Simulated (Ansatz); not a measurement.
`[NH2][Ga]([Br])[Br]` + NH₃ → `[NH2][Ga]([NH2])[Br]` + HBr at 500 K and 1 bar (ligand exchange at a Ga–Br bond).

Isolated molecules relaxed with PBE0-D4/def2-TZVP in Ansatz; ΔE leaves out vibrations. CCSD(T)/CBS is the MP2 limit (def2-TZVPP, def2-QZVPP) plus CCSD(T) − MP2 in def2-TZVPP, frozen cores. This one scheme is used for every species. For Br, Ga outer-core shells are correlated without core-valence functions, which leaves a few kJ/mol of doubt a bond. Scalar relativity is left out up to krypton. Each species was taken in one conformer, which may not be the lowest.

```csv
species,CCSD(T)/CBS energy (Eh),H − E (kJ/mol),S (J/(mol·K))
`[NH2][Ga]([Br])[Br]`,-7126.62711,111.6,424.2
NH₃,-56.50880,108.2,211.8
`[NH2][Ga]([NH2])[Br]`,-4609.18251,180.6,412.6
HBr,-2573.91920,30.5,213.7
```

H − E and S are ideal-gas, rigid-rotor, harmonic terms from PBE0-D4/def2-TZVP, for one conformer and one mirror image of each species. 1 Eh = 2625.50 kJ/mol, R = 8.31446 J/(mol·K).

Problem. By hand: ΔE, ΔH, ΔS and ΔG.

Solution. ΔE = (-4609.18251) + (-2573.91920) − (-7126.62711) − (-56.50880) = 0.03420 Eh = 89.8 kJ/mol. Δ(H − E) = 180.6 + 30.5 − 111.6 − 108.2 = -8.7, so ΔH = 81.1 kJ/mol. ΔS = 412.6 + 213.7 − 424.2 − 211.8 = -9.7 J/(mol·K). ΔG = 81.1 − 500 × (-9.7)/1000 = 85.9 kJ/mol.

Problem. By hand: the equilibrium constant, and the temperature at which ΔG would vanish if ΔH and ΔS stayed fixed.

Solution. log₁₀ K = −ΔG/(RT ln 10) = -9.0. ΔH and −TΔS have one sign here, so there is no such temperature.

The number of gas molecules stays the same, so ΔS is small and ΔH decides. A doubt of 5 kJ/mol in ΔE shifts log₁₀ K by 0.5 here. Other conformers and mirror images would add mixing entropy, several J/(mol·K) or more a flexible species. Modes under 60 cm⁻¹, often nearly free rotors, make the harmonic entropy too high. These are equilibria of isolated gas molecules and say nothing of rates. Largest T1 diagnostic: 0.011 (customary marks: 0.02 for closed shells, 0.045 for open ones).

ΔS is within the doubt of such terms, so its sign, and with it that verdict, could turn.
